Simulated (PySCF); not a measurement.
CH2N, SMILES C=[N], multiplicity 2. The structure is a stationary point at PBE0-D3(BJ)/def2-TZVPD. The isomer is the one that the SMILES or the coordinates give; other isomers of the formula were not compared.

These are PySCF with PBE0-D3(BJ)/def2-TZVPD values and carry that method's errors.

Harmonic wavenumbers (cm⁻¹): 927, 997, 1369, 1746, 2989, 3052. Rotational constants (GHz): 285.0, 39.61, 34.78; symmetry number 2.

### Question
Work out the zero-point energy and the ideal-gas rigid-rotor harmonic-oscillator thermochemistry at 298.15 K and 1 atm.

### Answer
ZPE = ½ Σ hcν = ½ × 11081 cm⁻¹ = 15.84 kcal/mol. H − E(el) = 18.27 kcal/mol. Entropy in cal/(mol K): translation 35.93, rotation 15.98, vibration 0.24, spin 1.38, total 53.53. G − E(el) = 2.31 kcal/mol. Cp = 8.94 cal/(mol K).
